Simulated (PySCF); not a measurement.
**Computed properties of ClGeH3Se, SMILES [Se](Cl)[GeH3]**

Se(Cl)(GeH3) (ClGeH₃Se), SMILES Cl[Se][GeH3]. Geometry optimised at PBE0-D3(BJ)/def2-SVP. The values are those of a single conformer. All values are computed for the isolated molecule unless a solvent is named; none is compared with measurement here.

**Structure.** The optimised structure has Cs symmetry. All 12 harmonic modes at PBE0-D3(BJ)/def2-SVP (PySCF) are real, so it is a minimum. With heavy atoms numbered as in [Se:1]([Cl:2])[GeH3:3], the shortest bond between them is Se1–Cl2 at 2.202 Å and the longest Se1–Ge3 at 2.366 Å.

**Vibrations.** The strongest infrared lines (harmonic, unscaled, degenerate partners summed) lie at 807 cm⁻¹ (231 km/mol, H 97 %), 2184 cm⁻¹ (88 km/mol, H 98 %), 2162 cm⁻¹ (71 km/mol, H 99 %). The softest mode is at 102 cm⁻¹ and the zero-point energy is 15.8 kcal/mol.

**Electronic structure.** CAM-B3LYP/def2-TZVPD (PySCF) places the frontier levels at -8.24 and -1.41 eV, a gap of 6.83 eV, and gives a dipole moment of 2.18 D and a mean polarisability of 76.6 bohr³.

**Excitations.** TDDFT-CAM-B3LYP/def2-SVPD (PySCF) has S1 at 2.75 eV (450 nm, f = 0.000, dark); the most intense of the 10 singlets computed lies at 6.79 eV (f = 0.10). T1 (TDA) is at 2.05 eV.

**NMR.** GIAO shifts at PBE0/pcSseg-1 (PySCF) (non-relativistic, atoms alike by connectivity averaged): ¹H at 5.3 ppm against TMS. Without spin–orbit terms, shifts of atoms bonded to Cl or Br come out too high.
